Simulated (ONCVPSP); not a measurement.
## What one change does to a pseudopotential (Dy (Z = 66), ONCV)

- Element: dysprosium (Dy)
- Generator: ONCVPSP 4.0.1
- Type: optimised norm-conserving Vanderbilt (ONCV)
- Functional: PBE
- Relativity: fully relativistic
- Frozen core: [Kr] 4d10 4f9
- Valence charge: 11
- Reference configuration: 5s2 5p6 5d1 6s1.75 6p0.25
- Partial waves: 5s+6s: rc 1.95 bohr, ncon 4, nbas 8, qcut 6 1/bohr, 2 projectors; 5p+6p: rc 2.55 bohr, ncon 4, nbas 9, qcut 6.6 1/bohr, 2 projectors; 5d: rc 3.65 bohr, ncon 4, nbas 9, qcut 4.8 1/bohr, 2 projectors, debl 3.9 Ha
- Local potential: polynomial inside 1.80 bohr (lpopt 5, dvloc0 4 Ha)
- Core correction: polynomial model core, fcfact 0.3

Open shells are filled in proportion to 2j + 1.

All-electron outer shells of the reference configuration (PBE, scalar-relativistic, ld1.x):

```csv
shell,level (eV),outermost node (bohr),outermost maximum (bohr)
4d,-160.43,0.26,0.53
5s,-53.18,0.63,1.14
5p,-28.86,0.67,1.30
4f,-9.53,–,0.53
6s,-4.47,1.54,3.27
5d,-2.59,0.76,1.91
6p,-1.50,1.86,4.47
```

Change: s: rc 2.48.

Cutoffs: the cutoffs (Ha) at which the residual kinetic energy of the hardest occupied pseudo-wave falls to 1 and 0.1 mHa per electron; they do not see the model core or the augmentation charge, which bear on the density cutoff. Errors are all-electron minus pseudo energies relative to the spin-unpolarised reference configuration.

Task: What does the change do?

Result: The potential gets softer (13 Ha and 16 Ha → 9.3 Ha and 12 Ha); of the 4 tests that both files solve, the error grows in 1 and shrinks in 0 by more than 15 % and 0.3 meV (median size 49.5 → 51.0 meV); neither file shows a bound ghost. A larger radius leaves more room for a smooth pseudo-wave, so fewer plane waves are needed.

| quantity | base | changed |
| --- | --- | --- |
| cutoff, loose | 13 Ha | 9.3 Ha |
| cutoff, tight | 16 Ha | 12 Ha |
| loose cutoff by channel | s 13 Ha, p 9.3 Ha, d 6.7 Ha | s 9.0 Ha, p 9.3 Ha, d 6.7 Ha |
| bound ghosts | none | none |
| GHOST(+) flags under 300 eV | d5/2 at 107.7 eV, d3/2 at 108.1 eV | d5/2 at 107.7 eV, d3/2 at 108.1 eV |
| error for 5s2 5p6 5d1 6s2 6p0, meV [ΔE -0.73 eV] | -0.4 | -0.4 |
| error for 5s2 5p6 5d1 6s1 6p0, meV [ΔE 6.11 eV] | -12 | -12 |
| error for 5s2 5p6 5d1 6s0 6p0, meV [ΔE 18.54 eV] | -87 | -90 |
| error for 5s1 5p6 5d1 6s2 6p0, meV [ΔE 57.75 eV] | -615 | -860 |
| p3/2: phases at 2.59 bohr within 0.05 rad from the reference energy up to (Ha; the scan ends near 5) | 4.1 | 4.1 |
| p1/2: phases at 2.59 bohr within 0.05 rad from the reference energy up to (Ha; the scan ends near 5) | 3.9 | 3.9 |
| d5/2: phases at 3.71 bohr within 0.05 rad from the reference energy up to (Ha; the scan ends near 5) | 0.0 | 0.0 |
| d3/2: phases at 3.71 bohr within 0.05 rad from the reference energy up to (Ha; the scan ends near 5) | 0.0 | 0.0 |
| rms error of d²Exc/dni dnj with the model core, mHa | 2.03 | 1.95 |
